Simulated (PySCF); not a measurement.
Mayer bond orders and bond lengths

Species: C₄H₈O₂Si.
Atom-mapped SMILES: `[CH2:1]=[CH:2][O:3][Si@H:4]([CH3:5])[CH:6]=[O:7]` (hydrogens: H8, H9 on C1; H10 on C2; H11 on Si4; H12, H13, H14 on C5; H15 on C6)

Cartesian coordinates in Å at the GFN2-xTB level; atoms count from 1:
```
atom  x, y, z in Å
C1    -2.566   -0.189   -0.282
C2    -1.758   -0.929    0.453
O3    -0.410   -0.919    0.413
Si4    0.685   -0.049   -0.433
C5     2.336   -0.628    0.287
C6     0.410    1.820   -0.048
O7     0.767    2.738   -0.742
H8    -2.186    0.512   -1.005
H9    -3.632   -0.268   -0.178
H10   -2.127   -1.639    1.185
H11    0.563   -0.242   -1.878
H12    2.345   -0.573    1.373
H13    3.151   -0.016   -0.084
H14    2.539   -1.657    0.008
H15   -0.121    2.049    0.907
```

Bond orders from the PBE0/pcSseg-1 density (PySCF). Geometry: GFN2-xTB, one conformer, isolated molecule.

Where do the orders between heavy atoms depart from those drawn in the SMILES?

The largest departure is 0.191, at Si4–C6 (drawn single, 0.809). Drawn single, order below 0.88: Si4–C6 (0.809).

Give the Mayer order of every bond, beside its length.

| bond | drawn as | length (Å) | Mayer order |
| --- | --- | --- | --- |
| C1–C2 | double | 1.320 | 1.926 |
| C2–O3 | single | 1.348 | 0.980 |
| O3–Si4 | single | 1.635 | 0.903 |
| Si4–C5 | single | 1.892 | 0.978 |
| Si4–C6 | single | 1.928 | 0.809 |
| C6–O7 | double | 1.205 | 1.945 |
| C1–H8 | single | 1.076 | 0.941 |
| C1–H9 | single | 1.073 | 0.952 |
| C2–H10 | single | 1.084 | 0.969 |
| Si4–H11 | single | 1.463 | 0.936 |
| C5–H12 | single | 1.087 | 0.952 |
| C5–H13 | single | 1.085 | 0.953 |
| C5–H14 | single | 1.086 | 0.955 |
| C6–H15 | single | 1.117 | 0.894 |

By pair of heavy elements: C–O: lowest C2–O3 (0.980, 1.348 Å), highest C6–O7 (1.945, 1.205 Å). C–Si: lowest Si4–C6 (0.809, 1.928 Å), highest Si4–C5 (0.978, 1.892 Å).

Sum the orders of all bonds at each heavy atom with more than one neighbour and set the sums beside the valence in the SMILES.

C1 3.819 (drawn 4), C2 3.875 (drawn 4), O3 1.883 (drawn 2), Si4 3.626 (drawn 4), C5 3.838 (drawn 4), C6 3.648 (drawn 4). Orders between atoms that aren't bonded are not in these sums.

For a closed shell the Mayer order of atoms A and B is Σ (PS)μν (PS)νμ over the basis functions μ on A and ν on B, with P the density and S the overlap matrix.

The run behind these numbers computed NMR shieldings as well. On Arm Neoverse N1, one thread, on a shared host, this took 50 s wall (with the writing of density and orbital grids) and 0.74 GiB of memory at its peak.
